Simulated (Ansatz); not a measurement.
Mulliken charges of `[CH3][Al-]([OH2+])([Cl])[Cl]` from r2SCAN/def2-TZVPP in Ansatz (PBE0-D4/def2-TZVP geometry).

| atom | x (Å) | y (Å) | z (Å) | charge (e) |
| --- | --- | --- | --- | --- |
| C1 | -1.506 | -0.508 | 0.282 | -0.387 |
| Al2 | 0.058 | 0.267 | -0.550 | 0.538 |
| O3 | 1.596 | 0.062 | 0.678 | -0.177 |
| Cl4 | 0.985 | -0.778 | -2.168 | -0.326 |
| Cl5 | 0.210 | 2.397 | -0.666 | -0.326 |
| H6 | -1.748 | -0.011 | 1.225 | 0.065 |
| H7 | -1.366 | -1.574 | 0.485 | 0.065 |
| H8 | -2.379 | -0.413 | -0.370 | 0.072 |
| H9 | 2.285 | -0.437 | 0.217 | 0.238 |
| H10 | 1.948 | 0.943 | 0.870 | 0.238 |

Task: By hand: the dipole of these point charges (1 e Å = 4.8032 D).

Result: Σ q r = (0.576, -0.211, 0.742) e Å, of length 0.963 e Å = 4.63 D.

Task: How does the dipole of the full density compare? (Estimate.)

Result: Ansatz gave: (0.552, -0.171, 0.646) e Å, 4.16 D; the point charges give 1.11 times that, at 3° from its direction.

Point charges leave out the atoms' own dipoles, such as those of lone pairs, and Mulliken's split depends on the basis, so the close match here is no proof of good charges.
